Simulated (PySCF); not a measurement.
Be₂H₂, SMILES [BeH][BeH]. Geometry optimised at PBE0-D3(BJ)/def2-TZVPD.

Level of theory: PySCF with PBE0-D3(BJ)/def2-TZVPD.

Harmonic wavenumbers (cm⁻¹): 406, 406, 573, 573, 634, 2069, 2094. Rotational constants (GHz): 16.04 (linear); symmetry number 2.

Question: Work out the zero-point energy and the ideal-gas rigid-rotor harmonic-oscillator thermochemistry at 298.15 K and 1 atm.

Answer: ZPE = ½ Σ hcν = ½ × 6756 cm⁻¹ = 9.66 kcal/mol. H − E(el) = 12.42 kcal/mol. Entropy in cal/(mol K): translation 34.93, rotation 12.45, vibration 3.27, total 50.65. G − E(el) = -2.68 kcal/mol. Cp = 13.02 cal/(mol K).
